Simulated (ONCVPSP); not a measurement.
**What one change does to a pseudopotential (hafnium (Hf), ONCV)**

```
Element                 : Hf
Generator               : ONCVPSP 4.0.1
Type                    : optimised norm-conserving Vanderbilt (ONCV)
Functional              : PW91
Relativity              : scalar-relativistic
Frozen core             : [Kr] 4d10 4f14
Valence charge          : 12
Reference configuration : 5s2 5p6 5d2 6s2
Partial waves           : 5s+6s: rc 2.10 bohr, ncon 5, nbas 9, qcut 5.7 1/bohr, 3 projectors, debl 3.6 Ha; 5p: rc 1.60 bohr, ncon 4, nbas 9, qcut 10.7 1/bohr, 2 projectors, debl 1.9 Ha; 5d: rc 3.05 bohr, ncon 3, nbas 6, qcut 6 1/bohr, 1 projector
Local potential         : polynomial inside 1.40 bohr (lpopt 4, dvloc0 0 Ha)
Core correction         : Teter function fitted to the true core (icmod 2), fcfact 0.35
```

Change: d: nbas 8.

Cutoffs: the cutoffs (Ha) at which the residual kinetic energy of the hardest occupied pseudo-wave falls to 1 and 0.1 mHa per electron; they do not see the model core or the augmentation charge, which bear on the density cutoff. Errors are all-electron minus pseudo energies relative to the spin-unpolarised reference configuration.

Task: What does the change do?

Result: The potential gets neither clearly harder nor softer (31 Ha and 37 Ha → 31 Ha and 37 Ha); of the 3 tests that both files solve, the error grows in 1 and shrinks in 1 by more than 15 % and 0.3 meV (median size 1.9 → 2.4 meV); neither file shows a bound ghost.

| quantity | base | changed |
| --- | --- | --- |
| cutoff, loose | 31 Ha | 31 Ha |
| cutoff, tight | 37 Ha | 37 Ha |
| loose cutoff by channel | s 12 Ha, p 31 Ha, d 9.2 Ha | s 12 Ha, p 31 Ha, d 9.8 Ha |
| bound ghosts | none | none |
| GHOST(+) flags under 300 eV | none | none |
| tests with a reliable result | 3 of 4 | 3 of 4 |
| error for 5s2 5p6 5d2 6s1, meV [ΔE 8.03 eV] | -2.4 | -2.4 |
| error for 5s2 5p6 5d2 6s0, meV [ΔE 22.25 eV] | -1.9 | -0.7 |
| error for 5s2 5p6 5d3 6s1, meV [ΔE 2.59 eV] | -1.0 | -3.1 |
| s: phases at 2.13 bohr within 0.05 rad from the reference energy up to (Ha; the scan ends near 5) | to the end of the scan | to the end of the scan |
| p: phases at 1.63 bohr within 0.05 rad from the reference energy up to (Ha; the scan ends near 5) | to the end of the scan | to the end of the scan |
| d: phases at 3.09 bohr within 0.05 rad from the reference energy up to (Ha; the scan ends near 5) | 0.7 | 0.7 |
| rms error of d²Exc/dni dnj with the model core, mHa | 0.89 | 0.86 |
